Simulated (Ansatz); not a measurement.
A run on CH3NO2Si, SMILES `N=C1O[SiH]1O` with other settings.

```yaml
crystal:
  periodic: [false, false, false]
  atoms:
    - {symbol: N, position_ang: [-0.583108, 2.008375, 0.501123]}
    - {symbol: C, position_ang: [-0.070214, 0.903543, 0.251076]}
    - {symbol: O, position_ang: [0.420607, -0.117758, 1.112994]}
    - {symbol: Si, position_ang: [0.575559, -0.587209, -0.491896]}
    - {symbol: O, position_ang: [-0.305174, -1.819608, -1.062066]}
    - {symbol: H, position_ang: [-0.637168, 2.181714, 1.507378]}
    - {symbol: H, position_ang: [1.929444, -0.759920, -1.034559]}
    - {symbol: H, position_ang: [-1.237745, -1.866340, -0.839747]}
basis:
  gaussian: {orbitals: def2-TZVPD, final_grid: {core_spheres: 5, valence_spheres: 4, degree: 11}}
hamiltonian: {xc: {name: PBE0-DH}}
```

```sh
$ ansatz run in.yaml --threads 2 --pin off --events-out ev --progress --plain --max-ram 4352MiB
```

Shortened log:

```
Functional definition: PBE0-DH
  name "PBE0-DH"
  cite "Brémond & Adamo, J. Chem. Phys. 135, 024106 (2011) doi:10.1063/1.3604569"
  cite "Perdew, Burke & Ernzerhof, Phys. Rev. Lett. 77, 3865 (1996) doi:10.1103/PhysRevLett.77.3865"
  parameter a = 1/2
  parameter c = 1/8
  exchange = (1 - a)*pbe_x + a*exact_x
  correlation = (1 - c)*pbe_c + c*(mp2_os + mp2_ss)
1460 factors; integrals over basis functions are off by at most 1.0e-3 eV
mean field evaluation 1: about -14528.7398 eV, gradient 6.4e1 eV
mean field evaluation 2: about -14528.8389 eV, gradient 6.4e1 eV
mean field evaluation 4: about -14535.7673 eV, gradient 6.1e0 eV
mean field evaluation 8: about -14535.8535 eV, gradient 7.1e-1 eV
mean field evaluation 16: about -14535.8545 eV, gradient 4.2e-4 eV
mean field -14535.85451712 eV, -534.1828007481 hartree, gradient 3.1e-6 eV, S^2 0.000000; 0 other end points of the search recorded, 0 dependent functions left out
9 core orbitals not correlated: weight in the atoms' cores, before any rotation towards them, 1.000 or more for the frozen orbitals, at most 0.000 for the correlated occupied ones
reference -14535.85453857 eV, -534.1828015365 hartree; 14, 14 occupied and 201, 201 virtual orbitals, 1460 factors
second order -31.49659618 eV of doubles, -0.00000000 eV of singles
Total energy: -14539.79161310 eV, -534.3274863566 hartree
```

Run time 6 s (2 threads of an Intel Xeon 6975P-C on a shared host); peak host memory 0.61 GiB.
